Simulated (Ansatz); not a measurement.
Basis-set extrapolation for `O[SiH2][SiH]([SiH3])Cl` (PBE0-D4/def2-TZVP geometry, frozen core, the Gaussian-basis code of Ansatz). Multiplicity 1, RHF reference.

|  | def2-TZVPP | def2-QZVPP |
| --- | --- | --- |
| HF | -1405.410281 | -1405.453811 |
| MP2 correlation | -0.800293 | -0.868745 |
| CCSD(T) correlation | -0.905427 | not run |

Energies in hartree. Use E(X) = E(∞) + A·exp(−7.88·√X) for Hartree–Fock and E(X) = E(∞) + B·X^(−2.97) for correlation, with X = 3 and 4, and add CCSD(T) minus MP2 of the smaller set to the MP2 limit.

Problem. What is the CCSD(T) energy at the basis-set limit?

Solution. HF limit: -1405.453811 + (-0.043530) × 0.13774 = -1405.45981. MP2 limit: -0.868745 + (-0.068452) × 0.74074 = -0.91945. Higher-order term: -0.905427 − (-0.800293) = -0.10513. Total: -1406.48439 hartree, 4.59 eV below CCSD(T)/def2-TZVPP.
